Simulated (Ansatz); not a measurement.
Results of the Gaussian-basis code of Ansatz.

Basis-set series for `SC1NBO1`. The species carries charge 0 and has multiplicity 1. The geometry is a stationary point of PBE0-D4/def2-TZVP. It is one conformer, not always the lowest.

```xyz
9

S    -1.7766    0.9090    0.2947
C    -0.3903   -0.2387    0.2429
N     0.8754    0.4176    0.4282
B     1.2236   -0.0863   -0.8423
O    -0.0143   -0.6947   -1.0653
H    -2.7351   -0.0310    0.3374
H    -0.5881   -1.0918    0.8959
H     1.2186    0.8861    1.2435
H     2.1869   -0.0702   -1.5351
```

```tsv
functional	basis	functions	energy (Eh)	HOMO (eV)	LUMO (eV)
PBE0-D4	def2-TZVPP	222	-593.30326	-7.33	0.17
PBE0-D4	def2-QZVPP	418	-593.32661	-7.37	-0.03
ωB97M-V	def2-TZVPP	222	-593.57217	-9.58	1.86
ωB97M-V	def2-QZVPP	418	-593.59424	-9.63	1.39
```

Problem. Give the rows for def2-SVP. (Estimate.)

Solution. The calculation gave: 
```csv
functional,basis,functions,energy (Eh),HOMO (eV),LUMO (eV)
PBE0-D4,def2-SVP,94,-592.94222,-7.20,0.69
ωB97M-V,def2-SVP,94,-593.20529,-9.43,2.62
```

Positive LUMOs are unbound and depend on the basis.
